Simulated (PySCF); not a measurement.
**Polarisability and C₆ of Mg²⁺ (magnesium, charge +2)**

[Ne], closed-shell 1S. Computed with PySCF 2.14 in dyall-acv3z, with the spin-free X2C one-electron Hamiltonian (Gaussian nucleus). Coupled (time-dependent) response in atomic units; α is the mean over directions.

```json
{"method": "UHF", "mean α (bohr³)": "0.4697", "C₆ (like pair)": "0.5582", "S(−4)": "0.05230"}
{"method": "PBE", "mean α (bohr³)": "0.5132", "C₆ (like pair)": "0.6219", "S(−4)": "0.06796"}
{"method": "PBE0", "mean α (bohr³)": "0.4993", "C₆ (like pair)": "0.6017", "S(−4)": "0.06258"}
{"method": "wB97M-V", "mean α (bohr³)": "0.5036", "C₆ (like pair)": "0.6075", "S(−4)": "0.06483"}
```

S(−4) is the Cauchy moment in α(ω) = α(0) + S(−4) ω² + …

α(iu) at PBE0:

| u (hartree) | α(iu) (bohr³) |
| --- | --- |
| 0 | 0.4993 |
| 0.0500 | 0.4992 |
| 0.100 | 0.4987 |
| 0.200 | 0.4968 |
| 0.300 | 0.4938 |
| 0.500 | 0.4843 |
| 0.750 | 0.4672 |
| 1.00 | 0.4459 |
| 1.50 | 0.3968 |
| 2.00 | 0.3470 |
| 3.00 | 0.2619 |
| 5.00 | 0.1555 |

A single London oscillator, α(iu) = α/(1 + u²/ω²), gives C₆ = (3/4) ω α². Matching the computed C₆ needs ω = 4 × 0.6017 / (3 × 0.4993²) = 3.22 hartree.

For an ion, C₆ is the dispersion term alone; charge-induced terms of lower order in 1/R come first.
